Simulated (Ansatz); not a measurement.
The pair A = GeH4 (SMILES [GeH4]) (first 5 atoms), B = CH2F2 (SMILES FCF); geometry from B3LYP-D3(BJ)/def2-TZVP.
(charge 0, multiplicity 1):
```xyz
10

Ge    -0.7001     0.5347     0.3469
H     -0.8604     0.6186    -1.1801
H     -0.3754    -0.9192     0.7270
H     -2.0131     0.9564     1.0199
H      0.4431     1.4518     0.7963
F     -0.3055     0.0779     3.6913
C      0.5873    -0.9501     3.7714
F      1.7884    -0.5137     3.3031
H      0.2379    -1.7645     3.1356
H      0.6997    -1.2314     4.8195
```

Frozen-core correlation. Filled d and f shells under p-block atoms count as core.

Codes used: Ansatz (a program for electronic structure) with Gaussian orbitals. Values without a source in brackets are computed.

Total energies (hartree), monomers frozen at their geometry in the pair:

| structure | HF/aug-cc-pVDZ | PBE/def2-TZVPPD | CCSD(T)/aug-cc-pVDZ |
|---|---|---|---|
| AB | -2315.5752151 | -2317.9140861 | -2316.3137027 |
| A in the pair's basis | -2077.6441997 | -2079.0587816 | -2077.7958626 |
| B in the pair's basis | -237.9316762 | -238.8547751 | -238.5162778 |
| A | -2077.6438989 | -2079.0586657 | -2077.7951822 |
| B | -237.9313491 | -238.8547201 | -238.5153882 |

**Question.** Work out the interaction energy without and with the counterpoise correction, and the superposition error, for each level.

**Answer.** 
E(AB) − E(A) − E(B), times 627.509 kcal/mol, with the monomers in their own basis and then in the pair's basis:
- HF/aug-cc-pVDZ: 0.02 uncorrected, 0.41 corrected; the monomers gain 0.39 kcal/mol from borrowed functions
- PBE/def2-TZVPPD: -0.44 uncorrected, -0.33 corrected; the monomers gain 0.11 kcal/mol from borrowed functions
- CCSD(T)/aug-cc-pVDZ: -1.97 uncorrected, -0.98 corrected; the monomers gain 0.99 kcal/mol from borrowed functions
